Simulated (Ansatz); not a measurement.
Cd₆⁺, relaxed as a doublet with UKS PBE/def2-SVP in Ansatz, starting from the GFN1-xTB geometry. Force threshold 0.02 eV/Å.

In the def2 sets Cd takes a core potential; there is no spin–orbit coupling. The relaxation made no stability test and no search for a lower SCF solution. The structure comes from a short search, and lower isomers may exist.

Start:

Cartesian coordinates in Å:
```
Cd 0.459 1.027 -1.584
Cd 0.828 1.019 2.773
Cd -1.721 -0.966 -2.338
Cd 1.462 -1.111 0.680
Cd -0.834 -2.899 -0.243
Cd -0.193 2.930 0.711
```

```csv
step,energy (eV),largest force component (eV/Å),SCF passes
1,-27382.1953,0.227,19
2,-27382.2407,0.139,20
3,-27382.2927,0.042,21
4,-27382.3199,0.026,19
5,-27382.3379,0.021,20
6,-27382.3487,0.025,19
7,-27382.3527,0.038,19
8,-27382.3553,0.024,21
9,-27382.3572,0.006,20
10,-27382.3574,0.001,20
```

Force components are those of the run's own axes.

End:

Cartesian coordinates in Å:
```
Cd -0.498 1.057 -1.128
Cd 1.481 1.304 2.896
Cd -1.433 -1.304 -2.924
Cd 0.516 -1.063 1.126
Cd -0.482 -3.377 -0.697
Cd 0.415 3.383 0.727
```

By distances, no bond broke or formed. The bond that changes most is Cd3–Cd5, from 2.99 to 3.19 Å (atoms count from 1).

The force fell under the threshold at step 9, but the optimiser went on. No frequencies were taken in this run, so the end may be a saddle point.

It took 74 s on 4 threads of Arm Neoverse N1 on a shared host.
